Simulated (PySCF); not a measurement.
This PySCF input asks for the NMR shieldings of `InChI=1S/C3H14N2Si3/c1-2-8(4)3-7-5-6/h2,5,8H,1,3-4,7H2,6H3/t8-/m1/s1`; the geometry comes from GFN2-xTB.

```python
import basis_set_exchange as bse
import numpy as np
from pyscf import gto, dft
from pyscf.prop import nmr

atoms = """
C     3.099780   -0.473428    2.058424
C     2.260048   -0.592696    1.042811
Si    1.749996    0.828911   -0.097657
N     2.897846    1.202671   -1.341859
C     0.147780    0.342568   -0.979785
Si   -1.315175    0.119040    0.194551
N    -2.666641   -0.395690   -0.762750
Si   -4.258772   -0.788857   -0.218901
H     3.535922    0.478800    2.316498
H     3.390188   -1.304874    2.684361
H     1.851952   -1.576053    0.836530
H     1.633600    2.071014    0.673068
H     3.828064    1.475182   -1.067512
H     2.947298    0.607725   -2.153829
H     0.305660   -0.578760   -1.540039
H    -0.088929    1.109681   -1.715100
H    -1.083274   -0.927317    1.194742
H    -1.617980    1.381103    0.884235
H    -2.573013   -0.247858   -1.753775
H    -4.918423    0.368836    0.395745
H    -4.988352   -1.214852   -1.414589
H    -4.147986   -1.865759    0.763980
"""
names = dict.fromkeys(["C", "Si", "N", "H"], "pcSseg-1")
basis = {el: gto.basis.parse(bse.get_basis(n, elements=[el], fmt="nwchem")) for el, n in names.items()}
mol = gto.M(atom=atoms, basis=basis, charge=0, verbose=0)
mf = dft.RKS(mol, xc="PBE0")
mf.grids.level = 2
mf.grids.alignment = dft.numint.BLKSIZE   # the property module wants whole blocks of grid points
mf.conv_tol = 1e-9
mf.kernel()

calc = nmr.RKS(mf)   # GIAO
C = mf.mo_coeff
Co = C[:, mf.mo_occ > 0]
resp = mf.gen_response(singlet=True, hermi=2)
def vind(x):   # induced exchange potential for any number of trial vectors
    d = np.einsum("pi,xij,qj->xpq", C, 2 * x.reshape(-1, C.shape[1], Co.shape[1]), Co, optimize=True)
    return np.einsum("xpq,pi,qj->xij", resp(d - d.transpose(0, 2, 1)), C, Co, optimize=True).ravel()
mo1, _ = nmr.rhf.solve_mo1(calc, with_cphf=vind)
sigma = calc.kernel(mo1)
for i, s in enumerate(sigma):   # ppm
    print("%2d %-2s %9.2f" % (i, mol.atom_pure_symbol(i), np.trace(s) / 3))
```

**Question.** What are the results?

**Answer.** 
```
 0 C      45.32
 1 C      37.67
 2 Si    372.49
 3 N     242.98
 4 C     186.93
 5 Si    381.05
 6 N     266.98
 7 Si    407.37
 8 H      25.74
 9 H      25.28
10 H      25.26
11 H      26.89
12 H      31.46
13 H      31.32
14 H      31.48
15 H      31.40
16 H      26.94
17 H      26.79
18 H      32.32
19 H      26.93
20 H      27.00
21 H      26.98
```

These numbers come from an equivalent density-fitted implementation of the same equations, which agrees with the script to about 0.01 ppm for H and up to a few tenths of a ppm for heavy atoms, so last digits may differ.

Size and cost of the density-fitted run: 227 basis functions, 87 s wall time on 1 thread of an Arm Neoverse N1, shared host; peak memory 0.96 GiB.
